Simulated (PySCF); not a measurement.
From one molecule to another.

First species: C7H13B.
SMILES: `C=C[C@H]1BCCCC1`

Second species: C6H7O3S (charge -1).
Atom-mapped SMILES: `[CH2:1]=[CH:2]/[CH:3]=[C:4](/[CH:5]=[CH2:6])[S:7](=[O:8])(=[O:9])[O-:10]` (hydrogens: H11, H12 on C1; H13 on C2; H14 on C3; H15 on C5; H16, H17 on C6)

Levels: PBE0/def2-SVPD for HOMO energy, LUMO energy, HOMO–LUMO gap and static isotropic polarisability; TDDFT PBE0/def2-SVPD for lowest singlet excitation; TDA PBE0/def2-SVPD for lowest triplet excitation (Tamm–Dancoff). Geometries: PBE0-D3(BJ)/def2-SVP. All species are isolated and taken at one optimised geometry, non-relativistic unless stated. Electronic properties by PySCF.

Dipoles, sizes and rotational constants follow the conformer. The torsions of the flexible species, by atom-mapped SMILES:
- `[CH2:1]=[CH:2]/[CH:3]=[C:4](/[CH:5]=[CH2:6])[S:7](=[O:8])(=[O:9])[O-:10]`: C1–C2–C3–C4 180°, C3–C4–C5–C6 176°, C3–C4–S7–O8 121°

The conformers of `C=C[C@H]1BCCCC1` aren't listed.

Values for the first species:

- HOMO energy: -7.02 eV
- LUMO energy: -0.92 eV
- HOMO–LUMO gap: 6.10 eV
- Lowest singlet excitation: 4.79 eV
- Lowest triplet excitation (Tamm–Dancoff): 4.11 eV
- Static isotropic polarisability: 96.4 au

Q: Estimate the same properties for the second species, and the change in each.

A: 
```csv
property,first,second,second less first
HOMO energy,-7.02 eV,-2.77 eV,+4.25 eV
LUMO energy,-0.92 eV,1.81 eV,+2.73 eV
HOMO–LUMO gap,6.10 eV,4.58 eV,-1.52 eV
lowest singlet excitation,4.79 eV,3.68 eV,-1.11 eV
lowest triplet excitation (Tamm–Dancoff),4.11 eV,2.42 eV,-1.69 eV
static isotropic polarisability,96.4 au,128.4 au,+32.0 au
```

On the first: S1 lies 1.31 eV below the HOMO–LUMO gap; its leading configuration is HOMO→LUMO, weight 0.95. The 10 singlets span 4.79 to 7.41 eV, and their oscillator strengths add up to 0.45.

On the second: The vertical singlet–triplet gap S1 − T1 is 1.26 eV (TDDFT singlet less Tamm–Dancoff triplet; S1: HOMO→LUMO, weight 0.59, beside HOMO−1→LUMO, weight 0.40; T1: HOMO→LUMO, weight 0.54, beside HOMO−1→LUMO, weight 0.40). No computed singlet falls in the visible range (750 to 380 nm, 1.65 to 3.26 eV); S1 lies 0.42 eV above its blue end. The geometry's basis has no diffuse functions, a weakness for an anion.
